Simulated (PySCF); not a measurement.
## A small calculation by hand: oscillator strength and radiative lifetime

C₂H₇FOSi, SMILES C[Si@H](F)CO.

Coordinates come from a PBE0-D3(BJ)/def2-SVP optimisation. The structure was generated by enumeration; whether it is a known compound was not checked. One conformer was computed; it need not be the lowest.

TDA-B3LYP/def2-SVPD run with PySCF 2.14.0 puts the first singlet state with f over 0.02 at 8.20 eV (vertical), with the transition dipole (0.466, -0.149, -0.091) in atomic units.

Problem. Find the oscillator strength, the wavelength and the radiative lifetime that this transition would have in vacuum if emission retraced absorption.

Solution. 
|μ|² = 0.2476 au, so |μ| = 1.26 D. ΔE = 8.20/27.211 = 0.3013 hartree. f = (2/3) ΔE |μ|² = 0.050 (the program prints 0.050).
λ = 1239.84/8.20 = 151 nm; ν = 66137 cm⁻¹.
Einstein's coefficient A = 0.6670 ν² f s⁻¹ (ν in cm⁻¹) = 1.5e8 s⁻¹, so τ = 1/A = 6.9 ns. This state is S7; the lower singlets have f = 0.001, 0.008, 0.013, 0.016, 0.001, 0.011. The figure is the radiative limit of this one transition; relaxation, internal conversion, crossing to triplets and a medium change what is measured.
